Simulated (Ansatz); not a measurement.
Species: Br (charge 0, doublet).

Property: electron affinity to the singlet, in eV. Terms: six Cartesian d functions in 6-31G* and its kin unless marked 5d; each state is the SCF solution reached for its charge and spin; open shells spin-unrestricted; non-relativistic; LANL2DZ with its own core potentials from Na on; spin-orbit terms left out. Anions need diffuse functions, which STO-3G, LANL2DZ, def2-SVP, cc-pVDZ and Pople sets without + lack.

Measured values: pymatgen's periodic table; they hold spin-orbit and core effects. 

Value to compare with, the measured value: 3.36 eV.

```csv
level,program,electron affinity to the singlet (eV),error
B3LYP/STO-3G,Ansatz,-1.88,-5.24
B3LYP/3-21G,Ansatz,2.34,-1.02
B3LYP/LANL2DZ,Ansatz,2.90,-0.46
B3LYP/6-31G*,Ansatz,3.24,-0.12
B3LYP/def2-TZVPD,Ansatz,3.55,0.19
```

Among the 4 habitual levels, B3LYP/STO-3G lies farthest from the measured value (-5.24 eV); 0 of 4 lie above it, and their mean absolute error is 1.71 eV, the median 0.74. One case shows no general order.

The sets are all those run for this method; runs whose electronic state is in doubt are left out.

Ansatz is an electronic-structure program.
